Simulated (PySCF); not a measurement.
Core-level binding energies of `B/C=C/O[SiH3]`

Compound: C2H7BOSi.
Z-matrix (Å and degrees, PBE0-D3(BJ)/def2-SVP geometry), rows numbered from 1:
```
B 
C   1  1.5195
C   2  1.3541  1  118.80
O   3  1.3317  2  123.90  1  -179.90
Si  4  1.6935  3  126.19  2   179.69
H   1  1.2141  2  119.12  3    -0.11
H   1  1.2101  2  122.05  3   179.85
H   2  1.0956  1  124.39  3  -179.82
H   3  1.1018  2  119.86  1     0.11
H   5  1.4831  4  105.30  3  -179.89
H   5  1.4912  4  109.38  3   -60.07
H   5  1.4912  4  109.38  3    60.24
```

Level of theory: delta-SCF UKS SCAN, pcX-2 on the ionised atom, pcseg-1 elsewhere, spin-free X2C (PySCF). Vertical ΔSCF values, vacuum level as zero.

Question: Give the core binding energies atom by atom.

Answer: 
```tsv
atom(s)	environment	level	binding energy (eV)	2p1/2 (eV)	above the level's lowest (eV)	count
Si5	oxygen-bound silicon	Si 1s	1848.06	–	0.00	1
O4	silyl ether oxygen	O 1s	539.00	–	0.00	1
C3	vinylic carbon bearing oxygen	C 1s	292.69	–	+3.06	1
C2	alkene CH carbon	C 1s	289.63	–	0.00	1
Si5	oxygen-bound silicon	Si 2p3/2	108.18	108.80	0.00	1
```

Lowest listed C 1s: C2, bonded to C (double bond), H and B. Highest, 3.06 eV above it: C3, bonded to O, C (double bond) and H. Summing the Pauling electronegativity differences to the bonded atoms, each weighted by its formal bond order, gives -0.86 for the lowest site and +0.54 for the highest.

Question: What is the longest wavelength that can ionise Si 1s of Si5 vertically?

Answer: λ = hc/E = 12398.42 eV Å / 1848.06 eV = 6.709 Å.

Question: Give the binding energy of Si 1s of Si5 in hartree and in kJ/mol.

Answer: 1848.06 eV = 67.9150 Eh = 178311 kJ/mol.

Not every level is listed. The unrestricted hole states depart most from a pure doublet (⟨S²⟩ = 0.75; over 0.85 named) for C 1s of C3 (0.89), which makes this value less certain. For 2p shells one spin-free hole was relaxed; a mean-field spin–orbit operator and the ground-state splitting of the three 2p orbitals were then diagonalised within the shell. The shell's mean is (2 × 2p3/2 + 2p1/2)/3, and the degeneracies 2j + 1 give areas of 2:1. 2p1/2 minus 2p3/2 (ligand field included): Si 0.63 eV. No level of boron is listed. Isolated species at its PBE0-D3(BJ)/def2-SVP geometry (one conformer only).
